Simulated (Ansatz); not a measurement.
`C[O][Zr]([NH2])([OH])[OH]` at its PBE0-D4/def2-TZVP geometry, where that method's forces vanish. Total charge 0; spin multiplicity 1. Zr: def2 effective core potential.

```xyz
13

C     2.4140   -0.0190    0.2109
O     1.0435    0.1256    0.3553
Zr   -0.8738    0.1324    0.1733
N    -1.4297   -0.7309   -1.5957
O    -1.6285   -0.9465    1.5934
O    -1.4776    1.9718    0.1225
H     2.6894   -1.0757    0.1140
H     2.9386    0.3904    1.0820
H     2.7729    0.5083   -0.6807
H    -1.6340   -1.7107   -1.7340
H    -1.5573   -0.2465   -2.4730
H    -1.7424   -1.2925    2.4729
H    -1.5152    2.8932    0.3591
```

Question: What forces (eV/Å) does r2SCAN-D4/def2-TZVPP give on these atoms in Ansatz? (An estimate is asked.)

Answer: Computed: 
```
C1   0.290 -0.030 -0.030
O2  -0.094  0.030  0.049
Zr3 -0.027  0.011  0.018
N4  -0.024 -0.018 -0.038
O5  -0.074 -0.092  0.052
O6  -0.065  0.102 -0.045
H7   0.002  0.004  0.001
H8   0.001 -0.002 -0.005
H9   0.002 -0.002  0.004
H10 -0.013 -0.031 -0.039
H11 -0.012 -0.012 -0.048
H12  0.005 -0.010  0.057
H13  0.008  0.051  0.025
```
